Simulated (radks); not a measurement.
Removal energies from neutral rhenium, [Xe] 4f14 5d5 6s2, by Delta-SCF beside the eigenvalue of the level emptied. All-electron calculation, scalar-relativistic Kohn-Sham, PBEsol, spin-polarised, spherical densities, finite nucleus; Fermi nuclear charge, rms radius of each element as measured or else 0.836 A^(1/3) + 0.57 fm. Program: a radial shooting solver on a logarithmic mesh with Libxc functionals. Open shells are filled with parallel spins first.

| removed from | final configuration | Delta-SCF (eV) | -eigenvalue (eV) |
|---|---|---|---|
| 6s | [Xe] 4f14 5d5 6s1 | 7.613 | 4.837 |
| 5d | [Xe] 4f14 5d4 6s2 | 11.045 | 6.432 |
| 5p | [Kr] 4d10 4f14 5s2 5p5 5d5 6s2 | 50.731 | 45.224 |
| 4f | [Xe] 4f13 5d5 6s2 | 51.504 | 41.640 |
